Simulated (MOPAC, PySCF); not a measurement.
C4H4BFO, SMILES `Bc1occc1F`, neutral singlet in the gas phase. 

Cartesian coordinates (Å):
```xyz
11

B      2.1232    -0.1368    -0.1315
C      0.6180    -0.1020    -0.0529
O     -0.1518    -1.2381    -0.2839
C     -1.4394    -0.9244    -0.1499
C     -1.6119     0.4030     0.1701
C     -0.2935     0.9125     0.2281
F      0.0250     2.1627     0.5072
H      2.7367     0.8775     0.0783
H      2.6928    -1.1626    -0.3993
H     -2.1564    -1.7287    -0.3058
H     -2.5429     0.9370     0.3397
```
Charge 0, spin multiplicity 1.

All levels are single points at this geometry (B3LYP-D3(BJ)/def2-SVP); Pople sets use spherical d functions. Orbital energies aren't observables, and empty levels follow the basis.

```csv
level,HOMO (eV),LUMO (eV),gap (eV),dipole (D),"vertical IE, Delta-SCF (eV)"
B3LYP-D3(BJ)/def2-TZVP in PySCF,-7.19,-2.22,4.97,2.86,9.40
M06-2X/def2-TZVP in PySCF,-8.44,-1.18,7.26,2.63,9.47
PBE-D3(BJ)/def2-TZVP in PySCF,-6.41,-2.87,3.54,2.94,9.40
B3LYP/6-311+G** in PySCF,-7.26,-2.29,4.97,2.86,–
BP86/6-31G* in PySCF,-6.19,-2.57,3.62,2.94,–
M06-2X/6-31G* in PySCF,-8.21,-0.79,7.42,2.64,–
SVWN5/6-31G* in PySCF,-6.29,-2.72,3.57,2.98,9.49
HF/6-31G* in PySCF,-9.19,1.91,11.09,2.80,7.93
PM7 in MOPAC,-9.88,-1.22,8.66,1.80,–
```
